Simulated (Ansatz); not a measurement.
`[GeH3][GeH2][SiH2][GeH2][GeH3]` and `[GeH3][SiH2][GeH2][GeH3]` differ in one atom or group.

Ansatz, PBE0-D4/def2-TZVP geometries, multiplicity 1. Each molecule was computed in one conformer, which needn't be the lowest.

Scalar relativity is left out up to krypton.

```
                                          property  `[GeH3][GeH2][SiH2][GeH2][GeH3]`
size of the dipole moment (ωB97M-V/def2-TZVPP) / D                              0.20
             HOMO energy (ωB97M-V/def2-TZVPP) / eV                             -9.70
                HOMO energy (PBE0/def2-TZVPP) / eV                             -7.77
                LUMO energy (PBE0/def2-TZVPP) / eV                             -0.36
           HOMO–LUMO gap (ωB97M-V/def2-TZVPP) / eV                             10.99
                 HOMO energy (PBE/def2-TZVPP) / eV                             -6.76
```

(1) What does the change do to each property? (An estimate is asked.)

Answers

(1) Computed: 
| property | `[GeH3][SiH2][GeH2][GeH3]` | shift |
| --- | --- | --- |
| size of the dipole moment (ωB97M-V/def2-TZVPP) / D | 0.20 | 0.00 |
| HOMO energy (ωB97M-V/def2-TZVPP) / eV | -9.73 | -0.03 |
| HOMO energy (PBE0/def2-TZVPP) / eV | -7.79 | -0.02 |
| LUMO energy (PBE0/def2-TZVPP) / eV | -0.19 | 0.17 |
| HOMO–LUMO gap (ωB97M-V/def2-TZVPP) / eV | 11.21 | 0.22 |
| HOMO energy (PBE/def2-TZVPP) / eV | -6.78 | -0.02 |

Dipoles are sizes alone; their direction can turn.
